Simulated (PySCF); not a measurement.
System: O2Se, singlet: map of symmetric stretch and bend. Scanned: Se-O bond length and O-Se-O angle.

Cartesian coordinates as functions of the variables (Å; names that start with a are angles):
```
Se  0  0  0
O  r*sin(a/2)  0  r*cos(a/2)
O  -r*sin(a/2)  0  r*cos(a/2)
```

Level of theory: B3LYP/cc-pVDZ in PySCF.

Energy in kcal/mol above the lowest grid point; x is the Se-O bond length (Å), y the O-Se-O angle (°).

| y \ x | 1.37 | 1.45 | 1.53 | 1.61 | 1.69 | 1.77 | 1.85 | 1.93 | 2.01 | 2.09 | 2.17 |
|---|---|---|---|---|---|---|---|---|---|---|---|
| 180 | 219.5 | 134.2 | 86.3 | 63.4 | 57.3 | 62.3 | 74.3 | 90.5 | 109.2 | 128.9 | 148.8 |
| 171.36 | 212.7 | 128.2 | 81.0 | 58.9 | 53.5 | 59.0 | 71.4 | 88.1 | 107.1 | 127.0 | 147.1 |
| 162.73 | 195.8 | 113.3 | 68.2 | 47.9 | 44.0 | 50.9 | 64.6 | 82.2 | 101.9 | 122.5 | 143.1 |
| 154.09 | 175.9 | 95.7 | 52.8 | 34.7 | 32.8 | 41.3 | 56.3 | 75.0 | 95.7 | 117.0 | 138.2 |
| 145.45 | 157.2 | 79.1 | 38.4 | 22.3 | 22.1 | 32.1 | 48.3 | 68.1 | 89.6 | 111.6 | 133.3 |
| 136.82 | 141.9 | 65.4 | 26.4 | 11.9 | 13.2 | 24.4 | 41.6 | 62.1 | 84.3 | 106.9 | 129.0 |
| 128.18 | 131.2 | 55.7 | 17.8 | 4.3 | 6.5 | 18.6 | 36.5 | 57.6 | 80.2 | 103.1 | 125.6 |
| 119.55 | 125.8 | 50.6 | 13.1 | 0.1 | 2.8 | 15.3 | 33.5 | 54.9 | 77.6 | 100.7 | 123.3 |
| 110.91 | 127.0 | 51.2 | 13.2 | 0.0 | 2.5 | 14.8 | 32.9 | 54.2 | 76.9 | 99.8 | 122.3 |
| 102.27 | 136.3 | 58.4 | 19.1 | 4.7 | 6.3 | 17.8 | 35.3 | 56.0 | 78.3 | 100.8 | 122.9 |
| 93.64 | 156.4 | 74.6 | 32.1 | 15.4 | 15.0 | 25.0 | 41.1 | 60.8 | 82.0 | 103.8 | 125.3 |
| 85 | 192.2 | 103.3 | 55.4 | 34.3 | 30.5 | 37.7 | 51.5 | 69.2 | 89.0 | 109.4 | 129.9 |

Points that lie below all their neighbours on the grid: x = 1.61, y = 110.91 (0.0 kcal/mol).
